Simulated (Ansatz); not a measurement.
Consider the formal exchange of groups at the Si–F bond: `F[SiH]1[SiH2][SiH2]1` + CH₄ → `C[SiH]1[SiH2][SiH2]1` + H–F.

Computed with Ansatz on PBE0-D4/def2-TZVP structures; ΔE is electronic, products minus reactants. CCSD(T)/CBS adds triple-zeta CCSD(T) − MP2 to the extrapolated MP2 energy (def2 sets, frozen cores). This one scheme is used for every species. Functionals use def2-TZVPP.

CCSD(T)/CBS gives +26.8 kcal/mol.

Problem. Another level gave +32.7 kcal/mol. Which?
A. PBE0-D4/def2-TZVPP
B. HF/def2-TZVPP
C. ωB97M-V/def2-TZVPP
D. PBE0/def2-TZVPP

Solution. B. HF/def2-TZVPP 32.7, PBE0-D4 25.6, ωB97M-V 28.2, PBE0 26.7 kcal/mol.

Largest T1 diagnostic among the species: 0.015.

The D4 term adds −1.9 kcal/mol with B3LYP and −1.1 kcal/mol with PBE0; it sums over pairs of atoms, weighted by their polarisabilities, and B3LYP, whose exchange is more repulsive, gets the larger term. In def2-TZVPP, CCSD(T) changes the Hartree–Fock value by −5.9 kcal/mol (the triples alone add −0.7 kcal/mol) and MP2 by −6.6 kcal/mol.

B3LYP here is the variant with VWN-RPA as its local correlation; programs differ in this.
